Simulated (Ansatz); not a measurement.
`C[CH2][Al]([F])[F]` + HCl → `[F][Al]([F])[Cl]` + `CC` at 700 K and 1 bar (ligand exchange at the Al–C bond).

Computed with Ansatz on PBE0-D4/def2-TZVP structures; ΔE is electronic, products minus reactants. CCSD(T)/CBS is the MP2 limit (def2-TZVPP, def2-QZVPP) plus CCSD(T) − MP2 in def2-TZVPP, frozen cores. This one scheme is used for every species. Each species was taken in one conformer, which may not be the lowest.

| species | CCSD(T)/CBS energy (Eh) | H − E (kJ/mol) | S (J/(mol·K)) |
| --- | --- | --- | --- |
| `C[CH2][Al]([F])[F]` | -520.88510 | 257.7 | 463.1 |
| HCl | -460.38127 | 38.4 | 211.8 |
| `[F][Al]([F])[Cl]` | -901.60711 | 62.2 | 360.6 |
| `CC` | -79.71954 | 238.1 | 289.3 |

H − E and S are ideal-gas, rigid-rotor, harmonic terms from PBE0-D4/def2-TZVP, for one conformer and one mirror image of each species. 1 Eh = 2625.50 kJ/mol, R = 8.31446 J/(mol·K).

Q: By hand: ΔE, ΔH, ΔS and ΔG.

A: ΔE = (-901.60711) + (-79.71954) − (-520.88510) − (-460.38127) = -0.06028 Eh = -158.3 kJ/mol. Δ(H − E) = 62.2 + 238.1 − 257.7 − 38.4 = 4.2, so ΔH = -154.1 kJ/mol. ΔS = 360.6 + 289.3 − 463.1 − 211.8 = -25.0 J/(mol·K). ΔG = -154.1 − 700 × (-25.0)/1000 = -136.6 kJ/mol.

Q: By hand: the equilibrium constant, and the temperature at which ΔG would vanish if ΔH and ΔS stayed fixed.

A: log₁₀ K = −ΔG/(RT ln 10) = 10.2. ΔG = 0 at ΔH/ΔS = 6164 K, far beyond where these terms or the molecules hold.

ΔH outweighs TΔS. A doubt of 5 kJ/mol in ΔE shifts log₁₀ K by 0.4 here. Other conformers and mirror images would add mixing entropy, several J/(mol·K) or more a flexible species. Modes under 60 cm⁻¹, often nearly free rotors, make the harmonic entropy too high. These are equilibria of isolated gas molecules and say nothing of rates. Largest T1 diagnostic: 0.012 (customary marks: 0.02 for closed shells, 0.045 for open ones).
